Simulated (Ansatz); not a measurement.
Level of theory: B3LYP-D3(BJ)/def2-TZVP (Ansatz, a program for electronic structure). No frequencies were computed at this level.

Ansatz 0.2 input:
```yaml
crystal:
  periodic: [false, false, false]
  atoms:
    - { symbol: C, position_ang: [-1.423464, -0.462421, 0.275779] }
    - { symbol: C, position_ang: [0.04734, -0.047504, 0.247288] }
    - { symbol: C, position_ang: [0.831642, -0.928874, -0.732653] }
    - { symbol: C, position_ang: [0.17833, 1.426661, -0.155082] }
    - { symbol: O, position_ang: [0.532879, -0.236768, 1.568384] }
    - { symbol: H, position_ang: [-1.87139, -0.345763, -0.706656] }
    - { symbol: H, position_ang: [-1.504276, -1.500302, 0.586652] }
    - { symbol: H, position_ang: [-1.962482, 0.151773, 0.991737] }
    - { symbol: H, position_ang: [1.880588, -0.635925, -0.755065] }
    - { symbol: H, position_ang: [0.425206, -0.835379, -1.735843] }
    - { symbol: H, position_ang: [0.770482, -1.969832, -0.424055] }
    - { symbol: H, position_ang: [-0.34547, 2.053759, 0.562518] }
    - { symbol: H, position_ang: [1.225581, 1.725721, -0.175995] }
    - { symbol: H, position_ang: [-0.247501, 1.59009, -1.141125] }
    - { symbol: H, position_ang: [1.462532, 0.014765, 1.594113] }
basis:
  gaussian: { orbitals: def2-tzvp }
hamiltonian:
  xc: b3lyp
  dispersion: d3bj
relax:
  max_steps: 150
```

Output:

```
Functional definition: B3LYP
1311 factors; their error is unknown
mean field evaluation 1: about -6346.4944 eV, gradient 8.3e1 eV
mean field evaluation 2: about -6334.8773 eV, gradient 1.1e2 eV
mean field evaluation 4: about -6361.2747 eV, gradient 6.0e0 eV
mean field evaluation 8: about -6361.3064 eV, gradient 6.7e-1 eV
mean field evaluation 16: about -6361.3071 eV, gradient 3.1e-5 eV
mean field -6361.30707361 eV, -233.7737231063 hartree, gradient 3.1e-5 eV, S^2 0.000000; 0 other end points of the search recorded, 0 dependent functions left out
reference -6361.30735807 eV, -233.7737335600 hartree; 21, 21 occupied and 194, 194 virtual orbitals, 1311 factors
relax step   1: F+E_penalty+E_count = -6361.80355845 eV  Δ(F+E_penalty+E_count) = +0.000e0 eV  max|allowed force component| = 6.185e-1 eV/Å  Δτ_max = 0.0000 Å  (31 SCF iters, accepted)
these checks for a lower state are left out or cut short: starts, cluster_reference, orbital_swaps, neighbouring_geometries, increment
1311 factors; their error is unknown
mean field -6361.31735279 eV, -233.7741008591 hartree, gradient 2.0e-5 eV, S^2 0.000000; 0 other end points of the search recorded, 0 dependent functions left out
reference -6361.31763771 eV, -233.7741113300 hartree; 21, 21 occupied and 194, 194 virtual orbitals, 1311 factors
relax step   2: F+E_penalty+E_count = -6361.81244555 eV  Δ(F+E_penalty+E_count) = -8.887e-3 eV  max|allowed force component| = 3.051e-1 eV/Å  Δτ_max = 0.0218 Å  (33 SCF iters, accepted)
these checks for a lower state are left out or cut short: starts, cluster_reference, orbital_swaps, neighbouring_geometries, increment
1311 factors; their error is unknown
mean field evaluation 32: about -6361.3203 eV, gradient 1.9e-5 eV
mean field -6361.32025732 eV, -233.7742075987 hartree, gradient 2.0e-5 eV, S^2 0.000000; 0 other end points of the search recorded, 0 dependent functions left out
reference -6361.32054253 eV, -233.7742180799 hartree; 21, 21 occupied and 194, 194 virtual orbitals, 1311 factors
relax step   3: F+E_penalty+E_count = -6361.81487880 eV  Δ(F+E_penalty+E_count) = -2.433e-3 eV  max|allowed force component| = 5.692e-2 eV/Å  Δτ_max = 0.0110 Å  (33 SCF iters, accepted)
these checks for a lower state are left out or cut short: starts, cluster_reference, orbital_swaps, neighbouring_geometries, increment
1311 factors; their error is unknown
mean field -6361.32020071 eV, -233.7742055185 hartree, gradient 2.0e-5 eV, S^2 0.000000; 0 other end points of the search recorded, 0 dependent functions left out
reference -6361.32048576 eV, -233.7742159938 hartree; 21, 21 occupied and 194, 194 virtual orbitals, 1311 factors
relax step   4: F+E_penalty+E_count = -6361.81509525 eV  Δ(F+E_penalty+E_count) = -2.165e-4 eV  max|allowed force component| = 2.070e-2 eV/Å  Δτ_max = 0.0046 Å  (34 SCF iters, accepted)
these checks for a lower state are left out or cut short: starts, cluster_reference, orbital_swaps, neighbouring_geometries, increment
1311 factors; their error is unknown
mean field -6361.32022218 eV, -233.7742063076 hartree, gradient 2.0e-5 eV, S^2 0.000000; 0 other end points of the search recorded, 0 dependent functions left out
reference -6361.32050723 eV, -233.7742167829 hartree; 21, 21 occupied and 194, 194 virtual orbitals, 1311 factors
relax step   5: F+E_penalty+E_count = -6361.81511801 eV  Δ(F+E_penalty+E_count) = -2.276e-5 eV  max|allowed force component| = 7.217e-3 eV/Å  Δτ_max = 0.0009 Å  (34 SCF iters, accepted)
1311 factors; their error is unknown
mean field evaluation 64: about -6361.3546 eV, gradient 4.5e-2 eV
mean field -6361.32022218 eV, -233.7742063076 hartree, gradient 2.0e-5 eV, S^2 0.000000; 1 other end points of the search recorded, 0 dependent functions left out
reference -6361.32050723 eV, -233.7742167829 hartree; 21, 21 occupied and 194, 194 virtual orbitals, 1311 factors
Total energy: -6361.81540305 eV, -233.7924038689 hartree
Atom 0 at    -1.419978    -0.463456     0.283941 Å, force    -0.002716    -0.000370    -0.001566 eV/Å
Atom 1 at     0.043520    -0.044378     0.230218 Å, force     0.001297     0.000366    -0.000026 eV/Å
Atom 2 at     0.829586    -0.931905    -0.734973 Å, force     0.001057     0.000170    -0.000551 eV/Å
Atom 3 at     0.174796     1.428958    -0.156095 Å, force     0.000931     0.000624    -0.000439 eV/Å
Atom 4 at     0.534487    -0.236542     1.569283 Å, force    -0.001214    -0.002106     0.007217 eV/Å
Atom 5 at    -1.888533    -0.353377    -0.694995 Å, force    -0.000504    -0.000109    -0.000126 eV/Å
Atom 6 at    -1.502352    -1.505264     0.595386 Å, force     0.000345     0.000046     0.000137 eV/Å
Atom 7 at    -1.962194     0.152711     1.001917 Å, force     0.000337     0.000074     0.000144 eV/Å
Atom 8 at     1.885675    -0.649171    -0.746296 Å, force     0.000237    -0.000255     0.000153 eV/Å
Atom 9 at     0.449669    -0.839862    -1.754360 Å, force    -0.000133     0.000227    -0.000001 eV/Å
Atom 10 at     0.757547    -1.976314    -0.429645 Å, force    -0.000211    -0.000106    -0.000137 eV/Å
Atom 11 at    -0.360486     2.054780     0.558768 Å, force    -0.000251     0.000036    -0.000102 eV/Å
Atom 12 at     1.224567     1.734474    -0.161833 Å, force     0.000098     0.000243     0.000275 eV/Å
Atom 13 at    -0.230750     1.613413    -1.152824 Å, force    -0.000005    -0.000237    -0.000115 eV/Å
Atom 14 at     1.464444     0.015934     1.591507 Å, force     0.000733     0.001396    -0.004863 eV/Å
Dipole moment:     0.154026     0.107935    -0.265971 e Å
```

Cost: around 80 core-seconds (rough).
